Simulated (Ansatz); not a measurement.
The cluster Na₅⁺. Total charge 1; singlet. Geometry r2SCAN/def2-SVP, basis def2-TZVP, Ansatz.

```xyz
5

Na   -0.0914   -0.1333   -0.0504
Na   -1.2903   -2.1702    2.8114
Na    2.0401    1.6134   -2.4692
Na   -0.2288    0.9369    3.4672
Na   -0.4296   -0.2467   -3.7589
```

```csv
run,HOMO (eV),LUMO (eV)
A,-6.22,-4.98
B,-6.63,-4.46
C,-6.28,-4.55
D,-6.09,-4.70
```

The structure comes from a short search, and lower isomers may exist.

Question: The runs used PBE, PBE0, r2SCAN, r2SCANh. Estimate which is which.

Answer: A PBE (0 % exact exchange); B PBE0 (25 % exact exchange); C r2SCANh (10 % exact exchange); D r2SCAN (0 % exact exchange). Exact exchange lowers occupied and raises empty levels; among semilocal functionals meta-GGAs tend to open the gap a little, and such runs are hard to tell apart. The gap grows from 1.25 eV (PBE) to 2.18 eV (PBE0). The restricted singlet is unstable towards broken spin symmetry in Hartree–Fock (as tested in another run); at PBE/def2-TZVP, PBE0/def2-TZVP, r2SCANh/def2-TZVP, r2SCAN/def2-TZVP this wasn't settled.
